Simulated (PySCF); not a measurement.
## Ionisation energy along the 14-electron series

Calculated with PySCF 2.14 and a two-component X2C-1e Hamiltonian (Gaussian nucleus, no Breit or QED terms), each ion in its own even-tempered basis scaled to its charge; GMP2 freezes 1s2 and drops the highest virtual spinors. Values in eV. NIST values: (m) measured, (s) semi-empirical, (t) theoretical.

| ion | configuration | GHF (spin-free) | GMP2 (spin-free) | GHF (screened spin-orbit) | GMP2 (screened spin-orbit) | NIST |
| --- | --- | --- | --- | --- | --- | --- |
| Sm⁴⁸⁺ | [Ne] 3s2 3p2 | 4131.2 | 4132.0 | 4229.4 | 4231.3 | 4227 ± 4 (t) |
| Gd⁵⁰⁺ | [Ne] 3s2 3p2 | 4465.7 | 4466.4 | 4581.3 | 4583.2 | 4578 ± 4 (t) |

Fill in the row of Eu⁴⁹⁺.

configuration: [Ne] 3s2 3p2; GHF (spin-free): 4296.8; GMP2 (spin-free): 4297.5; GHF (screened spin-orbit): 4403.4; GMP2 (screened spin-orbit): 4405.3; NIST: 4400 ± 4 (t).
